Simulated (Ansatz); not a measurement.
Program: Ansatz. Geometries: PBE0-D4/def2-TZVP. ΔE: electronic, gas phase. CCSD(T)/CBS is the MP2 limit (def2-TZVPP, def2-QZVPP) plus CCSD(T) − MP2 in def2-TZVPP, frozen cores. Functionals use def2-TZVPP. B3LYP here is the variant with VWN-RPA as its local correlation; programs differ in this. Each species was taken in one conformer, which may not be the lowest.

`O=C([SiH3])S[SiH3]` + `CB(C)C` → `CB(C)C[SiH3]` + `O=C([SiH3])S`  (formal exchange of groups at the Si–S bond)

```
             level  ΔE (kJ/mol)
            B2PLYP         48.8
            r2SCAN         48.4
             B3LYP         47.9
     HF/def2-TZVPP         51.0
    MP2/def2-TZVPP         48.8
SCS-MP2/def2-TZVPP         47.9
CCSD(T)/def2-TZVPP         46.0
    MP2/def2-QZVPP         50.2
```

What does CCSD(T)/CBS give? (An estimate is asked.)

Computed: +48.7 kJ/mol. The listed levels differ from it by 0.1, -0.3, -0.8, 2.3, 0.1, -0.8, -2.7, 1.5 kJ/mol.

Largest T1 diagnostic among the species: 0.017.
